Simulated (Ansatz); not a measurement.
One elementary step

Start structure (AlH5SO3, closed shell), relaxed at PBE0-D4/def2-TZVP:

Al1  (0.141, -0.323, -0.135)
S2  (1.079, 0.861, -1.759)
O3  (1.054, -0.551, 1.306)
O4  (-0.999, -1.448, -0.712)
H5  (-0.695, 1.937, 0.291)
O6  (-0.819, 1.126, 0.802)
H7  (0.197, 0.419, -2.672)
H8  (1.789, -1.152, 1.398)
H9  (-1.434, -2.079, -0.143)
H10  (-0.313, 1.209, 1.624)
(Å)

The step: AlH₃SO₂ ([OH][Al]([OH])[SH]) + H₂O → AlH₃O₃ ([OH][Al]([OH])[OH]) + H₂S (still joined by a long Al–S bond); bonds formed: S2–H5; dative contacts that become bonds: Al1–O6; bonds broken: H5–O6; bonds weakened to dative contacts: Al1–S2. Program: Ansatz 0.2.0. Basis: def2-TZVPP and def2-QZVPP. Cores are frozen in the correlated methods. Extrapolation: Hartree–Fock as exp(−7.88 √X), correlation as X^−2.97. Energies below are by CCSD(T) at an estimated basis limit (MP2 extrapolated from triple and quadruple zeta, plus CCSD(T) − MP2 in triple zeta).

Task: What are the electronic barrier and the energy of the step, from the start structure to the end structure? (Judge from chemistry; the value comes from the calculation.)

Result: By the calculation: Barrier 16.70 kcal/mol; step energy 6.10 kcal/mol (uphill); reverse barrier, their difference, 10.60 kcal/mol. Barrier and step energy count from the start structure, the reverse barrier from the end structure.

The saddle point: One imaginary mode of 782i cm⁻¹.
```
  pair  start (Å)  saddle (Å)  end (Å)
Al1–O6       1.97        1.80     1.71
 S2–H5       2.92        1.54     1.34
Al1–S2       2.22        2.41     2.53
 H5–O6       0.97        1.39     3.29
```

Zero-point energy (harmonic, PBE0-D4): ZPE is 39.31 kcal/mol at the start and 35.80 kcal/mol at the saddle, so the barrier goes from 16.70 to 13.19 kcal/mol.

First-order rate constant out of the start structure at 498 K by transition-state theory, with harmonic vibrational free energies alone and no tunnelling: ΔA‡ = 14.35 kcal/mol, so k = (kB T/h) exp(−ΔA‡/kB T) ≈ 10^7 s⁻¹ (an order of magnitude at best: rotation, the number of equivalent paths and anharmonicity are left out).

The T1 diagnostic stays at or below 0.013.

Labels in which every atom is bracketed show which atoms are joined, not bond orders.

For scale, one of the runs: CCSD(T)/def2-TZVPP, 247 basis functions, launched by `ansatz run in.yaml --threads 4 --pin off --events-out ev --progress --plain --max-ram 9574MiB`. Time: 2.8 min of wall clock on 4 CPU threads of an Arm Neoverse V1; the host was shared. Peak host memory: 5.1 GiB.
